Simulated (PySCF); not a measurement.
**ORD: SMILES C[C@H]1CC[Si@@H]1CCl, C$_{5}$H$_{11}$ClSi**

Geometry:
```csv
atom,x (Å),y (Å),z (Å)
C1,-0.962,1.802,-0.884
C2,-0.607,0.695,0.096
C3,-1.571,-0.512,0.093
C4,-0.558,-1.670,0.172
Si5,0.864,-0.477,-0.280
C6,2.377,-0.430,0.883
Cl7,3.372,0.979,0.431
H8,-1.925,2.243,-0.632
H9,-0.210,2.587,-0.866
H10,-1.022,1.411,-1.898
H11,-0.552,1.128,1.098
H12,-2.120,-0.549,-0.846
H13,-2.294,-0.502,0.908
H14,-0.776,-2.488,-0.509
H15,-0.498,-2.089,1.174
H16,1.341,-0.507,-1.664
H17,3.011,-1.306,0.779
H18,2.121,-0.308,1.932
```

Level of theory: TDDFT B3LYP/def2-SVPD circular dichroism and optical rotation, one conformer, gas phase (PySCF). Geometry: GFN2-xTB.

The molecule is flexible and this is one conformer; a measurement averages over conformers.

Stereocentres: C2 S, Si5 S.

Question: Give the optical rotatory dispersion at 633, 589.3, 546, 436, 405, 365, 355 nm.

Answer: [α] in deg dm⁻¹ (g/mL)⁻¹:
| λ (nm) | origin-invariant length gauge | modified velocity gauge | length gauge (centre of mass) | isotropic polarisability (au) |
| --- | --- | --- | --- | --- |
| 633 | -69.9 | -69.1 | -68.7 | 101.8 |
| 589.3 | -82.1 | -81.1 | -80.7 | 102.2 |
| 546 | -97.9 | -96.4 | -96.2 | 102.7 |
| 436 | -168.3 | -164.6 | -165.3 | 104.8 |
| 405 | -203.2 | -198.0 | -199.6 | 105.8 |
| 365 | -268.2 | -259.6 | -263.3 | 107.5 |
| 355 | -289.6 | -279.7 | -284.3 | 108.0 |

Question: And for the mirror image at 589.3 nm?

Answer: +82.1 deg dm⁻¹ (g/mL)⁻¹ (origin-invariant length gauge): the same size and the opposite sign.

Question: What is the molar rotation [Φ] = [α]·M/100 of the geometry above at 589.3 nm?

Answer: With M = 134.68 g/mol, -110.6 deg cm² dmol⁻¹ (origin-invariant length gauge).

The first excitation lies at 6.19 eV (200 nm) with R = +31.7 × 10⁻⁴⁰ esu² cm² (velocity form).
